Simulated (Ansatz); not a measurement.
SeF2. Charge 0, multiplicity 1. Geometry r2SCAN-D4/def2-TZVP, basis def2-TZVP, Ansatz.

```csv
run,HOMO (eV),LUMO (eV)
A,-6.21,-3.04
B,-6.96,-2.67
C,-7.19,-2.38
D,-5.76,-3.34
E,-6.08,-3.21
F,-5.70,-3.24
```

B3LYP takes the VWN-RPA correlation.

Problem. The runs used B3LYP, B97M-V, PBE, PBE0, r2SCAN, revPBE. Estimate which is which.

Solution. A B97M-V (0 % exact exchange); B B3LYP (20 % exact exchange); C PBE0 (25 % exact exchange); D PBE (0 % exact exchange); E r2SCAN (0 % exact exchange); F revPBE (0 % exact exchange). Exact exchange lowers occupied and raises empty levels; among semilocal functionals meta-GGAs tend to open the gap a little, and such runs are hard to tell apart. The gap grows from 2.41 eV (PBE) to 4.80 eV (PBE0).
